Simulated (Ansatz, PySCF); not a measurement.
B(F)(OMe)2 (C2H6BFO2), SMILES COB(F)OC. Atoms are numbered in the order given.

```xyz
12

B     -0.3495    -0.0064     0.3191
F     -0.7249    -0.3225     1.5666
O      0.8361    -0.4362    -0.1842
C      1.7408    -1.2291     0.5598
H      1.3427    -1.4762     1.5559
H      1.9402    -2.1628     0.0107
H      2.6911    -0.6846     0.6787
O     -1.1905     0.7525    -0.4195
C     -0.8456     1.1135    -1.7421
H     -0.7115     0.2231    -2.3784
H     -1.6623     1.7261    -2.1505
H      0.0891     1.6976    -1.7675
```
Charge 0, spin multiplicity 1.

Geometry: ωB97X-D3(BJ)/def2-SVP. One conformer was computed; it need not be the lowest.

Two levels are set side by side: PBE-D3(BJ)/def2-SVP (Ansatz, an electronic-structure program) and ωB97X-D3(BJ)/def2-SVP (PySCF). Each level has its own optimised geometry; the coordinates shown are those of the second. Differences are taken from unrounded values.

```
quantity              ωB97X-D3(BJ)  PBE-D3(BJ)  PBE-D3(BJ) minus ωB97X-D3(BJ)
--------------------  ------------  ----------  -----------------------------
mean bond length (Å)         1.226       1.234                          0.007
bond B1–F2 (Å)               1.341       1.346                          0.006
bond B1–O3 (Å)               1.358       1.365                          0.007
bond B1–O8 (Å)               1.352       1.360                          0.007
bond O3–C4 (Å)               1.414       1.419                          0.005
bond O8–C9 (Å)               1.414       1.419                          0.005
bond C4–H5 (Å)               1.101       1.109                          0.009
bond C4–H6 (Å)               1.101       1.110                          0.009
bond C4–H7 (Å)               1.102       1.110                          0.009
bond C9–H10 (Å)              1.103       1.111                          0.009
bond C9–H11 (Å)              1.100       1.108                          0.008
bond C9–H12 (Å)              1.103       1.111                          0.009
```

Exact exchange shortens and stiffens bonds; PBE has none. Differences between two approximate levels are no errors against the true value.
